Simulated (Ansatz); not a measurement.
`CB(N)Br` + H₂S → `CB(S)Br` + NH₃ at 400 K and 1 bar (ligand exchange at a B–N bond).

Gas-phase electronic energies from Ansatz, PBE0-D4/def2-TZVP geometries. CBS: MP2 limit from def2 TZ/QZ plus the TZ coupled-cluster correction, frozen cores. This one scheme is used for every species. For Br outer-core shells are correlated without core-valence functions, which leaves a few kJ/mol of doubt a bond. Scalar relativity is left out up to krypton. Each species was taken in one conformer, which may not be the lowest.

```tsv
species	CCSD(T)/CBS energy (Eh)	H − E (kJ/mol)	S (J/(mol·K))
`CB(N)Br`	-2693.98242	208.3	345.3
H₂S	-398.97279	53.4	215.9
`CB(S)Br`	-3036.42757	162.5	359.2
NH₃	-56.50880	104.2	203.1
```

H − E and S are ideal-gas, rigid-rotor, harmonic terms from PBE0-D4/def2-TZVP, for one conformer and one mirror image of each species. 1 Eh = 2625.50 kJ/mol, R = 8.31446 J/(mol·K).

By hand: ΔE, ΔH, ΔS and ΔG.

ΔE = (-3036.42757) + (-56.50880) − (-2693.98242) − (-398.97279) = 0.01884 Eh = 49.5 kJ/mol. Δ(H − E) = 162.5 + 104.2 − 208.3 − 53.4 = 5.0, so ΔH = 54.5 kJ/mol. ΔS = 359.2 + 203.1 − 345.3 − 215.9 = 1.1 J/(mol·K). ΔG = 54.5 − 400 × (1.1)/1000 = 54.1 kJ/mol.

By hand: the equilibrium constant, and the temperature at which ΔG would vanish if ΔH and ΔS stayed fixed.

log₁₀ K = −ΔG/(RT ln 10) = -7.1. ΔG = 0 at ΔH/ΔS = 49545 K, far beyond where these terms or the molecules hold.

The number of gas molecules stays the same, so ΔS is small and ΔH decides. A doubt of 5 kJ/mol in ΔE shifts log₁₀ K by 0.7 here. Other conformers and mirror images would add mixing entropy, several J/(mol·K) or more a flexible species. These are equilibria of isolated gas molecules and say nothing of rates. Largest T1 diagnostic: 0.011 (customary marks: 0.02 for closed shells, 0.045 for open ones).
